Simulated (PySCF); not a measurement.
Working out the electron affinity of Os

Os⁻ [Xe] 4f14 5d7 6s2 (4F) → Os [Xe] 4f14 5d6 6s2 (5D). All numbers are calculated (PySCF 2.14, scalar relativity through the core potential, in aug-cc-pVDZ-PP with ECP60MDF (5s5p4d2f, 54 functions)). Frozen: 5s2 5p6. Energies in hartree (1 hartree = 27.21139 eV):

| part | Os⁻ (lower) | Os (upper) |
| --- | --- | --- |
| UHF | -90.044038 | -90.066686 |
| CCSD correlation | -0.210010 | -0.165740 |
| (T) | -0.010565 | -0.005672 |

Q: What does Hartree-Fock give?

A: (-90.066686) − (-90.044038) = -0.022648 hartree = -0.616 eV.

Q: What do CCSD and CCSD(T) give?

A: The CCSD correlation energies differ by 0.044270 hartree = 1.205 eV and the triples by 0.004893 hartree = 0.133 eV, so CCSD gives 0.589 eV and CCSD(T) 0.722 eV.

Reference: 1.078 eV (measured; photodetachment measurements, as compiled on the Wikipedia data page of electron affinities), between the lowest levels; spin-orbit coupling is absent from the calculation.

A double-zeta basis recovers only part of the correlation energy.

The coupled-cluster amplitudes are large, so a single reference is strained.

What remains against the reference includes basis incompleteness, the frozen core and higher excitations.
